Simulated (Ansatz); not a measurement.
The Cd1–H2 bond of CdH2Se (SMILES [SeH][CdH]) is stretched (multiplicity 1, the rest rigid).
Geometry at rest (charge 0, multiplicity 1):
```xyz
4

Cd    -0.5778    -0.4349    -0.7165
H     -1.5269    -1.1554    -1.8906
Se     0.8327     0.6655     1.0152
H      0.9514    -0.5964     1.7664
```

Frozen-core correlation. Filled d and f shells under p-block atoms count as core.

Programs: Ansatz (Gaussian orbitals). Values without a source in brackets are computed. In def2 rows elements past Kr take small-core potentials, without spin–orbit coupling.

FIC-MRCISD+Q on CASSCF(2,2)/def2-TZVPP, total energies (hartree):

| R (Å) | CASSCF | MRCISD | weight c² of the reference |
|---|---|---|---|
| 1.673 | -2567.910716 | -2568.431577 | 0.89047 |
| 2.927 | -2567.841336 | -2568.349095 | 0.89212 |
| 5.353 | -2567.813177 | -2568.321316 | 0.89219 |

Q: Add the Davidson correction (E_MRCISD − E_CASSCF)(1 − c²)/c² and give the energies above the first point at the three levels.

A: 
Corrections (hartree): -0.064068, -0.061402, -0.061401. Above the first point (kcal/mol):
- R = 2.927 Å: CASSCF 43.5, MRCISD 51.8, with the correction 53.4
- R = 5.353 Å: CASSCF 61.2, MRCISD 69.2, with the correction 70.9

Ansatz is a quantum-chemistry and plane-wave program.
